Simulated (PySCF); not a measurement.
4-methyl-1,3-thiazole (C₄H₅NS), SMILES Cc1cscn1. Atoms are numbered in the order given.

```xyz
11

C     -0.1798    -2.4503     0.0000
C     -0.0322    -0.9584     0.0000
C     -1.0698    -0.0398     0.0000
S     -0.4504     1.5761     0.0000
C      1.1684     0.9081     0.0000
N      1.2295    -0.3974     0.0000
H     -1.2432    -2.7540     0.0000
H      0.3139    -2.8902    -0.8907
H      0.3139    -2.8902     0.8907
H     -2.1491    -0.2329     0.0000
H      2.0441     1.5744     0.0000
```
Charge 0, spin multiplicity 1.

Geometry optimised at PBE-D3(BJ)/def2-SVP.

Two levels are set side by side: PBE/pcSseg-1 (PySCF) and PBE0/pcSseg-1 (PySCF). GIAO shifts against H2S (³³S), NH3 (¹⁵N), TMS (¹H), TMS (¹³C) at the same level; non-relativistic, no solvent, atoms listed together averaged. Differences are taken from unrounded values.

```json
[
 {"quantity": "δ(¹³C) of C1 (ppm)", "PBE": "23.1"},
 {"quantity": "δ(¹³C) of C2 (ppm)", "PBE": "160.6"},
 {"quantity": "δ(¹³C) of C3 (ppm)", "PBE": "124.1"},
 {"quantity": "δ(³³S) of S4 (ppm)", "PBE": "519.9"},
 {"quantity": "δ(¹³C) of C5 (ppm)", "PBE": "157.0"},
 {"quantity": "δ(¹⁵N) of N6 (ppm)", "PBE": "370.4"},
 {"quantity": "δ(¹H) of H10 (ppm)", "PBE": "7.17"},
 {"quantity": "δ(¹H) of H11 (ppm)", "PBE": "8.66"}
]
```

These are the PBE values. What does PBE0 give? (An estimate is asked for; the answer gives what the named calculation found.)


```csv
quantity,PBE0,PBE minus PBE0
δ(¹³C) of C1 (ppm),22.8,0.3
δ(¹³C) of C2 (ppm),162.6,-2.0
δ(¹³C) of C3 (ppm),126.6,-2.5
δ(³³S) of S4 (ppm),507.7,12.3
δ(¹³C) of C5 (ppm),163.4,-6.4
δ(¹⁵N) of N6 (ppm),377.0,-6.6
δ(¹H) of H10 (ppm),7.29,-0.12
δ(¹H) of H11 (ppm),8.90,-0.25
```

Rough cost on one machine, each run with all the roots and properties that it gave: PBE0 against PBE within a factor of 2.
